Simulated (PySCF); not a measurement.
# Computed records: Al₂GeH₃O, CH₄B₂Ge, AlBGeH₅N

Computed with PySCF 2.14.0. Calculation on a computer-drawn molecule: optimised geometry and harmonic frequencies of an isolated molecule of the commonest isotopes, restricted reference for singlets and unrestricted otherwise, frozen core in MP2; on germanium a core potential holds 10 electrons, which the energies leave out, and 3d is frozen in MP2 and coupled-cluster steps.

Common to all runs: charge 0; method HF; basis and core potential on germanium cc-pVDZ-PP ECP10MDF.

```json
{"entry": 1, "formula": "Al2GeH3O", "start_structure": {"atoms_angstrom": [["O", -2.0015, 1.6628, -3.4133], ["Al", -1.2284, 0.5528, -2.5762], ["Ge", -0.171, -1.3896, -1.3607], ["Al", -0.7578, -3.7493, -0.853], ["H", -1.7959, -1.5062, -0.8478], ["H", -0.7899, -2.236, -2.6698], ["H", -0.9033, -5.2882, -0.3086]]}, "given": {"multiplicity": 2, "basis": "cc-pV(D+d)Z", "drawn_bonds_atom": [1, 2, 3, 3, 3, 4], "drawn_bonds_other_atom": [2, 3, 4, 5, 6, 7], "drawn_bonds_order": [2, 1, 1, 1, 1, 1]}, "results": {"optimised_atom_element": ["O", "Al", "Ge", "Al", "H", "H", "H"], "optimised_atom_x [angstrom]": [-0.1371, -0.7577, -1.602, -0.3072, -3.071, -1.604, -0.169], "optimised_atom_y [angstrom]": [1.631, 0.1849, -2.152, -3.715, -2.045, -2.582, -3.276], "optimised_atom_z [angstrom]": [-2.155, -2.216, -2.235, -0.7226, -1.791, -3.708, 0.7973], "modes_frequency [cm^-1]": [58.65, 77.12, 153.4, 178.4, 270.2, 299.2, 322.7, 515.7, 594.7, 673.3, 939.0, 1194, 1943, 2176, 2199], "modes_reduced_mass [dalton]": [8.826, 1.14, 7.423, 15.18, 10.37, 1.526, 4.31, 1.117, 1.05, 1.055, 1.022, 19.1, 1.044, 1.02, 1.019], "rotational_constants [GHz]": [5.303, 1.183, 0.9832], "total_energy [hartree]": -853.7855, "spin_squared": 0.7583, "convergence_status_largest_gradient_component [hartree/bohr]": 1.257e-05}}
{"entry": 2, "formula": "CH4B2Ge", "start_structure": {"atoms_angstrom": [["B", -0.6361, 0.3372, 1.0491], ["Ge", -1.1354, -1.175, -0.1258], ["B", 0.7607, -1.4581, 0.062], ["C", 2.0282, -1.7869, 0.1269], ["H", -0.4039, 1.4288, 0.6227], ["H", -0.7099, 0.2497, 2.2652], ["H", 2.5139, -2.6162, -0.4335], ["H", 2.801, -1.2417, 0.744]]}, "given": {"multiplicity": 1, "basis": "cc-pVDZ", "drawn_bonds_atom": [1, 2, 3, 1, 1, 4, 4], "drawn_bonds_other_atom": [2, 3, 4, 5, 6, 7, 8], "drawn_bonds_order": [1, 1, 2, 1, 1, 1, 1]}, "results": {"optimised_atom_element": ["B", "Ge", "B", "C", "H", "H", "H", "H"], "optimised_atom_x [angstrom]": [-0.8597, -1.038, 0.9283, 2.266, -0.6766, -1.04, 2.608, 3.031], "optimised_atom_y [angstrom]": [0.5381, -1.109, -1.555, -1.956, 1.632, 0.436, -2.824, -1.424], "optimised_atom_z [angstrom]": [1.163, -0.07517, 0.03611, 0.0451, 0.7029, 2.345, -0.5097, 0.6029], "modes_frequency [cm^-1]": [91.64, 177.8, 275.9, 342.1, 383.9, 420.9, 535.0, 544.1, 733.5, 899.1, 929.6, 1221, 1384, 1635, 2666, 2754, 3292, 3374], "modes_reduced_mass [dalton]": [3.185, 3.348, 2.442, 1.028, 1.126, 6.95, 4.637, 1.2, 1.651, 1.322, 1.367, 1.145, 1.291, 3.697, 1.051, 1.125, 1.062, 1.109], "rotational_constants [GHz]": [9.438, 2.784, 2.19], "total_energy [hartree]": -382.8395, "convergence_status_largest_gradient_component [hartree/bohr]": 3.23e-05}}
{"entry": 3, "formula": "AlBGeH5N", "start_structure": {"atoms_angstrom": [["B", 1.3196, -2.7406, -0.9017], ["N", 0.8603, -2.1634, -2.0572], ["Al", 0.368, -0.374, -1.9314], ["Ge", 0.8239, 0.1718, 0.3831], ["H", 1.4955, -1.9417, 0.0788], ["H", 1.6905, -3.8272, -0.7767], ["H", 0.6507, -2.7951, -2.8421], ["H", -0.1295, 0.0204, -3.2826], ["H", -0.6776, -0.5298, 0.532]]}, "given": {"multiplicity": 1, "basis": "cc-pV(D+d)Z", "drawn_bonds_atom": [1, 2, 3, 1, 1, 2, 3, 4], "drawn_bonds_other_atom": [2, 3, 4, 5, 6, 7, 8, 9], "drawn_bonds_order": [1, 1, 1, 1, 1, 1, 1, 1]}, "results": {"optimised_atom_element": ["B", "N", "Al", "Ge", "H", "H", "H", "H", "H"], "optimised_atom_x [angstrom]": [1.418, 0.9094, 0.3196, 0.642, 1.487, 1.791, 0.8742, -0.255, -0.785], "optimised_atom_y [angstrom]": [-2.911, -2.228, -0.511, 0.5261, -2.327, -4.053, -2.758, 0.1006, -0.01914], "optimised_atom_z [angstrom]": [-0.9279, -2.042, -1.955, 0.3684, 0.1359, -0.9852, -2.894, -3.302, 0.804], "modes_frequency [cm^-1]": [40.71, 142.0, 242.5, 273.4, 298.7, 316.7, 415.3, 591.6, 636.1, 717.0, 886.9, 987.8, 1093, 1220, 1337, 1449, 1956, 1977, 2567, 2690, 3780], "modes_reduced_mass [dalton]": [4.313, 2.664, 1.095, 4.251, 1.119, 4.259, 1.082, 1.174, 1.303, 2.861, 1.096, 1.284, 1.373, 1.555, 1.262, 2.478, 1.042, 1.022, 1.073, 1.106, 1.075], "rotational_constants [GHz]": [6.779, 1.629, 1.331], "total_energy [hartree]": -617.3783, "convergence_status_largest_gradient_component [hartree/bohr]": 1.403e-05}}
```
